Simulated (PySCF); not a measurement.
**Bond curve of KN**

Set-up: K def2-SVP, N def2-SVP; no relativity (PySCF 2.14). Energies in eV from K + N in their ground configurations at the same level. State: ³Σ⁻ (triplet), unpaired electrons π ↑↑.

All columns are PBE0. A positive dipole means K(−)N(+).

```tsv
R (Å)	E (eV)	μ (D)	Mulliken charge on K (basis-dependent)	HOMO (eV)	LUMO (eV)	Mayer bond order	⟨S²⟩
2.260	-0.464	-5.24	0.52	-2.95	-1.19	0.76	2.16
2.365	-0.636	-5.32	0.51	-2.96	-1.24	0.76	2.19
2.470	-0.722	-5.34	0.48	-2.98	-1.29	0.76	2.23
2.549	-0.749	-5.32	0.46	-2.99	-1.33	0.76	2.26
2.628	-0.754	-5.30	0.44	-3.00	-1.36	0.75	2.29
2.707	-0.744	-5.27	0.41	-3.01	-1.38	0.75	2.32
2.812	-0.716	-5.22	0.38	-3.03	-1.42	0.73	2.36
2.943	-0.668	-5.14	0.35	-3.04	-1.46	0.70	2.41
3.101	-0.601	-5.02	0.31	-3.06	-1.49	0.66	2.47
3.311	-0.510	-4.83	0.26	-3.08	-1.52	0.59	2.54
```

A fit through these points gives, at Re = 2.611 Å, μ = -5.31 D and dμ/dR = 0.334 D/Å; the reduced mass is 10.3 u.

Task: How strong is the fundamental in the double-harmonic approximation, I = 42.26·(dμ/dR)²/μred km/mol?

Result: I = 42.26·(0.334)²/10.3 = 0.458 km/mol at PBE0.

⟨S²⟩ is raised (KN 2.28), so spin contamination touches these numbers. ⟨S²⟩ of the unrestricted solution departs from its pure value on part of the curve, where spin states mix. The state was picked by a PBE0 search and need not be the measured ground state.
